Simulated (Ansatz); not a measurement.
`[NH2][Ti]([NH2])([NH2])[NH2]` and `[NH2][Zr]([NH2])([NH2])[NH2]` differ in one element.

Ansatz, PBE0-D4/def2-TZVP geometries, multiplicity 1. Each molecule was computed in one conformer, which needn't be the lowest.

Elements past krypton have def2 core potentials. Scalar relativity is left out up to krypton.

```csv
property,`[NH2][Ti]([NH2])([NH2])[NH2]`
LUMO energy (B3LYP/def2-TZVPP) / eV,-0.97
HOMO–LUMO gap (PBE0/def2-TZVPP) / eV,6.16
LUMO energy (PBE/def2-TZVPP) / eV,-1.71
HOMO energy (PBE0/def2-TZVPP) / eV,-6.82
HOMO energy (B3LYP/def2-TZVPP) / eV,-6.59
LUMO energy (ωB97M-V/def2-TZVPP) / eV,1.27
```

Question: Give the same properties after the change, and the shifts. (Best estimate.)

Answer: Computed: 
```tsv
property	`[NH2][Zr]([NH2])([NH2])[NH2]`	shift
LUMO energy (B3LYP/def2-TZVPP) / eV	-0.34	0.63
HOMO–LUMO gap (PBE0/def2-TZVPP) / eV	6.66	0.50
LUMO energy (PBE/def2-TZVPP) / eV	-0.79	0.92
HOMO energy (PBE0/def2-TZVPP) / eV	-6.72	0.10
HOMO energy (B3LYP/def2-TZVPP) / eV	-6.50	0.09
LUMO energy (ωB97M-V/def2-TZVPP) / eV	0.91	-0.36
```

With PBE0 the HOMO rises by 0.10 eV and the LUMO rises by 0.60 eV, so the gap widens by about 0.50 eV. PBE moves the HOMO by 0.09 eV and ωB97M-V by 0.10 eV.

B3LYP here is the variant with VWN-RPA as its local correlation; programs differ in this.
